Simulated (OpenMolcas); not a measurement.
## Computed transition rates of Te2+

- Program: OpenMolcas
- Method: CASSCF
- Basis: ANO-RCC-VTZP [7s6p4d2f1g]
- Scalar Hamiltonian: X2C, point nucleus
- Active space: 2 electrons in 3 orbitals (5p)
- State averaging: 2S+1 = 3 even, 3 roots; 2S+1 = 1 even, 6 roots
- Spin-orbit coupling: state interaction with AMFI integrals over the reference wave functions, term energies averaged over their components

Rates come from the transition moments of the reference wave functions (E1 and E2 in the length form). At fixed line strength A goes as λ^-3 for E1 and M1 and as λ^-5 for E2, so a rate at the computed wavelength can be rescaled to the measured one. Measured vacuum wavelengths follow from level energies in the list in Zhang, Palmeri, Quinet and Biemont, Astron. Astrophys. 551, A136 (2013). Branching counts decays inside the model space alone, at computed energies, and the table is only a selection of the E2 and M1 lines, drawn from those between levels with measured partners whose computed energy lies within a factor of 1.5 of the measured one.

```json
{"Upper": "5s2 5p2 3P2", "Lower": "5s2 5p2 3P1", "Type": "M1", "λ computed (nm)": "2734", "λ measured (nm)": "2933", "A computed (s-1)": "5.87e-01", "A rescaled (s-1)": "4.75e-01", "Branching %": "98.3"}
{"Upper": "5s2 5p2 3P1", "Lower": "5s2 5p2 3P0", "Type": "M1", "λ computed (nm)": "2586", "λ measured (nm)": "2102", "A computed (s-1)": "1.00e+00", "A rescaled (s-1)": "1.86e+00", "Branching %": "100.0"}
{"Upper": "5s2 5p2 3P2", "Lower": "5s2 5p2 3P0", "Type": "E2", "λ computed (nm)": "1329", "λ measured (nm)": "1224", "A computed (s-1)": "9.80e-03", "A rescaled (s-1)": "1.48e-02", "Branching %": "1.6"}
{"Upper": "5s2 5p2 1D2", "Lower": "5s2 5p2 3P2", "Type": "M1", "λ computed (nm)": "923.2", "λ measured (nm)": "1088", "A computed (s-1)": "5.20e+00", "A rescaled (s-1)": "", "Branching %": "51.8"}
{"Upper": "5s2 5p2 1D2", "Lower": "5s2 5p2 3P2", "Type": "E2", "λ computed (nm)": "923.2", "λ measured (nm)": "1088", "A computed (s-1)": "8.76e-02", "A rescaled (s-1)": "", "Branching %": "0.9"}
{"Upper": "5s2 5p2 1D2", "Lower": "5s2 5p2 3P1", "Type": "M1", "λ computed (nm)": "690.2", "λ measured (nm)": "793.5", "A computed (s-1)": "4.68e+00", "A rescaled (s-1)": "", "Branching %": "46.7"}
{"Upper": "5s2 5p2 1D2", "Lower": "5s2 5p2 3P1", "Type": "E2", "λ computed (nm)": "690.2", "λ measured (nm)": "793.5", "A computed (s-1)": "5.89e-02", "A rescaled (s-1)": "", "Branching %": "0.6"}
{"Upper": "5s2 5p2 1S0", "Lower": "5s2 5p2 1D2", "Type": "E2", "λ computed (nm)": "613.9", "λ measured (nm)": "767", "A computed (s-1)": "7.86e+00", "A rescaled (s-1)": "2.58e+00", "Branching %": "10.0"}
{"Upper": "5s2 5p2 1S0", "Lower": "5s2 5p2 3P2", "Type": "E2", "λ computed (nm)": "368.7", "λ measured (nm)": "449.8", "A computed (s-1)": "6.16e+00", "A rescaled (s-1)": "", "Branching %": "7.8"}
{"Upper": "5s2 5p2 1S0", "Lower": "5s2 5p2 3P1", "Type": "M1", "λ computed (nm)": "324.9", "λ measured (nm)": "390", "A computed (s-1)": "6.49e+01", "A rescaled (s-1)": "", "Branching %": "82.2"}
```

Spin-changing lines and M1 lines between different terms are not rescaled, since their strength hangs on the term gaps too.

The largest correction is for 5s2 5p2 1S0 → 5s2 5p2 1D2 (E2): 7.86e+00 × (613.9 / 767)^5 = 2.58e+00 s-1, a factor of 0.33.

No measured rate stands beside these. Rescaling mends the energy factor alone: line strengths can still be far off where a level mixes with configurations outside the active space, and weak or spin-changing lines hang on small mixing coefficients that depend on the term gaps too, so rescaling need not improve them.

With the s shell closed, the reference lacks s² → p² mixing. Measured partners are found by configuration, term and J. A level has none where our copy of the source lacks it or the pairing is in doubt (some pairs that miss far off the trend of their configuration count as doubtful). Only configurations of the active space appear.
